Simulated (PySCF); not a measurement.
## Cost of response and excited-state runs on `C[Se]C1=C=CCCCCCC1`, C₁₀H₁₆Se

Geometry (Å), atoms numbered from 1 in this order:
```xyz
27

C     4.0958   -0.8557   -0.2520
Se    2.4901   -0.6581   -1.3552
C     1.2249   -0.3712    0.1041
C     0.2996   -1.2546    0.3220
C    -0.7819   -1.9597    0.4521
C    -2.0379   -1.6189   -0.3090
C    -1.9681   -0.2927   -1.0709
C    -2.2800    0.9456   -0.2250
C    -1.2703    1.3029    0.8708
C     0.0865    1.8141    0.3555
C     1.2756    0.9551    0.8100
H     4.2137    0.0187    0.3834
H     4.9407   -0.9422   -0.9292
H     4.0044   -1.7565    0.3499
H    -0.8306   -2.8229    1.1018
H    -2.2271   -2.4318   -1.0177
H    -2.8761   -1.6014    0.3938
H    -0.9821   -0.1976   -1.5299
H    -2.7031   -0.3262   -1.8792
H    -3.2542    0.7971    0.2497
H    -2.3758    1.8018   -0.8980
H    -1.7267    2.0808    1.4878
H    -1.1174    0.4368    1.5134
H     0.0849    1.8429   -0.7363
H     0.2512    2.8354    0.7059
H     2.2058    1.4716    0.5622
H     1.2381    0.8132    1.8927
```

PySCF with density fitting, on 1 thread of an Intel Xeon Platinum 8259CL, shared host. Command: `OMP_NUM_THREADS=1 python excited_run.py task.json out`

(1) How long does this run take, and how much memory?
- excited states, PBE0/def2-SVP; Tamm-Dancoff; spin-orbit couplings; 8 states; 4 triplets; quadratic response for 4 states; writes grids

## Answers

(1) 
```
           run          level  basis functions  wall time  peak memory (GiB)
excited states  PBE0/def2-SVP              252    2.5 min                1.2
```
Times from a shared host are rough.
